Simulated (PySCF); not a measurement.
**Atomic charges by several schemes**

Species: C₂H₉B₂N.
Cartesian coordinates in Å at the PBE0-D3(BJ)/def2-SVP level; atoms count from 1:
```
atom  x, y, z in Å
B1     2.219   -0.195    0.483
N2     0.887   -0.661    0.481
B3    -0.315   -0.043   -0.023
C4    -0.303    1.372   -0.707
C5    -1.671   -0.842    0.108
H6     3.078   -0.882    0.990
H7     2.496    0.871   -0.011
H8     0.745   -1.568    0.919
H9     0.692    1.785   -0.919
H10   -0.833    2.083   -0.048
H11   -0.888    1.350   -1.642
H12   -1.853   -1.358   -0.854
H13   -1.670   -1.617    0.891
H14   -2.538   -0.182    0.263
```

Density: PBE0/pcSseg-1 (PySCF); schemes: Mulliken, IAO, Hirshfeld and ESP-fitted. Isolated species at its PBE0-D3(BJ)/def2-SVP geometry, gas phase.

Question: Give the atomic charges in each scheme.

Answer: In e:

```tsv
atom	environment	Mulliken	IAO	Hirshfeld	ESP-fitted
B1	three-coordinate boron	+0.141	+0.041	+0.137	+0.320
N2	boron-bound nitrogen	-0.503	-0.418	-0.208	-0.686
B3	three-coordinate boron	+0.460	+0.353	+0.217	+0.844
C4	sp3 carbon bound to boron	-0.525	-0.569	-0.194	-0.778
C5	sp3 carbon bound to boron	-0.537	-0.571	-0.196	-0.831
H6	B–H hydrogen	-0.017	-0.003	-0.068	-0.119
H7	B–H hydrogen	-0.024	-0.003	-0.059	-0.117
H8	N–H hydrogen	+0.212	+0.265	+0.126	+0.316
H9	methyl hydrogen	+0.140	+0.147	+0.035	+0.186
H10	methyl hydrogen	+0.135	+0.159	+0.046	+0.166
H11	methyl hydrogen	+0.127	+0.152	+0.042	+0.165
H12	methyl hydrogen	+0.142	+0.161	+0.047	+0.182
H13	methyl hydrogen	+0.118	+0.136	+0.035	+0.163
H14	methyl hydrogen	+0.130	+0.150	+0.041	+0.189
```

Mean size of the charges over all atoms: ESP-fitted 0.362 e, Mulliken 0.229 e, IAO 0.224 e, Hirshfeld 0.104 e. Each set sums to the total charge, 0, to within 0.001 e. The IAO scheme projects the occupied orbitals on a minimal set of polarised atomic orbitals and counts the electrons in each atom's part of it.

Lowest charge. The schemes don't all agree: Mulliken C5 (-0.537); IAO C5 (-0.571); Hirshfeld N2 (-0.208); ESP-fitted C5 (-0.831).

Highest charge. All schemes agree: Mulliken B3 (+0.460); IAO B3 (+0.353); Hirshfeld B3 (+0.217); ESP-fitted B3 (+0.844).

Question: How closely do the schemes follow one another over all atoms?

Answer: Correlation coefficient and root-mean-square difference: Mulliken with ESP-fitted 0.99, 0.170 e; Mulliken with IAO 0.98, 0.052 e; Hirshfeld with ESP-fitted 0.98, 0.333 e; Mulliken with Hirshfeld 0.96, 0.176 e; IAO with ESP-fitted 0.96, 0.196 e; IAO with Hirshfeld 0.92, 0.180 e.

Question: Sum the charges by element, for elements with more than one atom.

Answer: 
```
element  atoms  Mulliken     IAO  Hirshfeld  ESP-fitted
      B      2    +0.601  +0.394     +0.354      +1.164
      C      2    -1.062  -1.141     -0.390      -1.609
      H      9    +0.964  +1.165     +0.245      +1.131
```
